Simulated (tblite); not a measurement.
C4H12NPSi2.
SMILES with atom numbers: `[CH3:1][C:2]#[C:3][Si@H:4]([PH2:5])[CH2:6][NH:7][SiH3:8]` (hydrogens: H9, H10, H11 on C1; H12 on Si4; H13, H14 on P5; H15, H16 on C6; H17 on N7; H18, H19, H20 on Si8)

Computed with GFN2-xTB (tblite), gas phase: L-BFGS steps from a force-field or distance-geometry start until the largest atomic force falls under 0.01 eV/Å.

Step 17: E = -640.1023 eV
```
atom  x, y, z in Å  |  force x, y, z in eV/Å
C1     -3.9542    1.7958   -0.1848    0.049  -0.036  -0.001
C2     -2.7787    0.9745   -0.3759   -0.021  -0.071  -0.027
C3     -1.8199    0.2625   -0.5538    0.005   0.034  -0.007
Si4    -0.3183   -0.7861   -0.8369    0.030   0.106  -0.011
P5     -0.4106   -2.8727   -0.0095    0.016  -0.028   0.014
C6      1.1378    0.1132    0.0131    0.008   0.062   0.004
N7      2.4353   -0.4731   -0.2632   -0.010   0.029  -0.046
Si8     3.8886    0.2583    0.2980    0.003   0.021   0.005
H9     -4.8447    1.1657   -0.2153    0.018   0.062   0.023
H10    -3.9037    2.3042    0.7794   -0.014  -0.033  -0.051
H11    -4.0190    2.5425   -0.9779    0.009  -0.039   0.044
H12    -0.1211   -0.9439   -2.2834    0.034   0.037  -0.061
H13    -1.5885   -3.1627   -0.6727   -0.021  -0.041   0.056
H14    -1.0662   -2.5088    1.1526   -0.041  -0.037   0.014
H15     1.1610    1.1376   -0.3601    0.010   0.076   0.020
H16     0.9524    0.1918    1.0934   -0.058  -0.066   0.023
H17     2.4031   -1.4801   -0.3295   -0.019  -0.015   0.018
H18     4.3915   -0.2957    1.5651   -0.003   0.013  -0.005
H19     3.5458    1.6659    0.4937    0.023   0.029   0.009
H20     4.9043    0.1219   -0.7451   -0.018  -0.102  -0.023
```

Step 18: E = -640.1046 eV
```
atom  x, y, z in Å  |  force x, y, z in eV/Å
C1     -3.9551    1.7953   -0.1845    0.058  -0.061  -0.023
C2     -2.7822    0.9719   -0.3772    0.098  -0.141  -0.033
C3     -1.8202    0.2625   -0.5538   -0.052   0.066  -0.006
Si4    -0.3172   -0.7860   -0.8396    0.011   0.115  -0.017
P5     -0.4114   -2.8738   -0.0083    0.060   0.007   0.004
C6      1.1369    0.1163    0.0135   -0.020   0.044   0.011
N7      2.4335   -0.4709   -0.2618    0.019   0.023  -0.049
Si8     3.8887    0.2585    0.2970    0.023   0.038   0.058
H9     -4.8454    1.1654   -0.2137   -0.001   0.071   0.014
H10    -3.9021    2.3028    0.7785   -0.016  -0.013  -0.012
H11    -4.0149    2.5414   -0.9777   -0.017  -0.026   0.032
H12    -0.1202   -0.9428   -2.2884    0.030   0.038  -0.020
H13    -1.5877   -3.1633   -0.6708   -0.052  -0.048   0.039
H14    -1.0666   -2.5079    1.1525   -0.047  -0.032   0.024
H15     1.1614    1.1425   -0.3569    0.004   0.047   0.036
H16     0.9485    0.1887    1.0947   -0.052  -0.049  -0.002
H17     2.4012   -1.4781   -0.3309   -0.022   0.001   0.022
H18     4.3953   -0.2953    1.5676   -0.031   0.039  -0.063
H19     3.5485    1.6699    0.4942    0.038  -0.029  -0.005
H20     4.9037    0.1136   -0.7470   -0.033  -0.091  -0.009
```

Question: Estimate the geometry and energy of step 19. (The exact step hangs on the optimiser's Hessian estimate; all steps are aligned on step 18, rigid shifts and turns removed.)

Answer: E = -640.1075 eV, largest force 0.244 eV/Å
```
atom  x, y, z in Å  |  force x, y, z in eV/Å
C1     -3.9549    1.7934   -0.1843    0.047  -0.068  -0.036
C2     -2.7862    0.9669   -0.3791    0.175  -0.168  -0.027
C3     -1.8200    0.2624   -0.5541   -0.070   0.067  -0.014
Si4    -0.3156   -0.7836   -0.8435    0.000   0.081  -0.029
P5     -0.4119   -2.8743   -0.0069    0.084   0.058  -0.012
C6      1.1355    0.1212    0.0143   -0.035   0.015   0.014
N7      2.4315   -0.4675   -0.2611    0.041   0.019  -0.042
Si8     3.8892    0.2594    0.2966    0.034   0.039   0.081
H9     -4.8462    1.1665   -0.2116   -0.031   0.063   0.002
H10    -3.9002    2.3007    0.7771   -0.006   0.007   0.033
H11    -4.0100    2.5393   -0.9768   -0.037  -0.008   0.008
H12    -0.1184   -0.9407   -2.2950    0.024   0.041   0.029
H13    -1.5876   -3.1654   -0.6683   -0.065  -0.046   0.029
H14    -1.0677   -2.5072    1.1533   -0.046  -0.026   0.021
H15     1.1618    1.1497   -0.3522   -0.002   0.011   0.060
H16     0.9427    0.1836    1.0963   -0.037  -0.024  -0.031
H17     2.3984   -1.4754   -0.3321   -0.022   0.035   0.027
H18     4.3997   -0.2939    1.5694   -0.054   0.058  -0.104
H19     3.5528    1.6744    0.4947    0.051  -0.079  -0.019
H20     4.9022    0.1012   -0.7495   -0.051  -0.075   0.011
```

The energy changes by -0.0029 eV. The first-order estimate −F·Δx gives -0.0039 eV and the mean of the old and new forces, exact on a quadratic surface, -0.0029 eV. The step makes an angle of 63° with the force vector and moves no atom by more than 0.013 Å.

What follows is the cost of the whole relaxation. The run took 1.3 s of wall time on Arm Neoverse V1, one thread (shared host).
